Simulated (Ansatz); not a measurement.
```csv
atom,x (Å),y (Å),z (Å)
N,0.0000,0.0000,0.0000
O,0.0000,2.2000,0.9400
O,0.0000,-2.2000,0.9400
```

Basis set: pcseg-2 (spherical functions). Charge 0, multiplicity 2.

Computed with Ansatz (development build ahead of 0.2.0); each method stands on the lowest determinant of its kind that the runs found.

The atomization energy at this shape (free ground-state atoms in the same class of orbitals less the molecule, no zero-point energy) of doublet NO₂:

```json
{"method": "PBE (unrestricted)", "atomization energy": "17.07 kcal/mol"}
{"method": "ROHF", "atomization energy": "-225.07 kcal/mol"}
```

(1) What does UHF give?

Answers

(1) -3.66 kcal/mol. Caution: the shape is not the minimum. Caution for PBE (unrestricted), UHF: the unrestricted determinant is a mixture of spin states. Caution for ROHF: an unrestricted determinant lies well below; the molecule lies well above its atoms at this level.
